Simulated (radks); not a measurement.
Species: O V. Configuration: 1s1.5 2s2 2p0.5 (fractional occupations, a model configuration).

All-electron calculation, scalar-relativistic Kohn-Sham, LDA (Slater exchange, Perdew-Wang correlation), spin-polarised, spherical densities, finite nucleus; open shells are filled with parallel spins first; Fermi nuclear charge, rms radius 2.6991 fm. Program: a radial shooting solver on a logarithmic mesh with Libxc functionals.

Energy parts (hartree):
part                      energy
total                  -57.99226
kinetic                 57.88977
electron-nucleus      -125.16688
Hartree                 13.95837
exchange-correlation    -4.67352

Orbitals (lengths in bohr, moments of r in powers of bohr):
| orbital | occ. | eigenvalue (hartree) | <r^4> |
|---|---|---|---|
| 1s up | 1 | -24.13762 | 0.006776 |
| 1s down | 0.5 | -23.60342 | 0.007014 |
| 2s up | 1 | -3.96243 | 1.543 |
| 2s down | 1 | -3.86822 | 1.633 |
| 2p up | 0.5 | -3.51738 | 1.237 |
| 2p down | 0 | -3.41012 | 1.342 |

The highest occupied level is 2p up at -95.713 eV. Summed over all electrons, <r^2> = 2.401 bohr^2, which gives a Langevin (diamagnetic) susceptibility term of -1.9 x 10^-6 cm^3/mol.
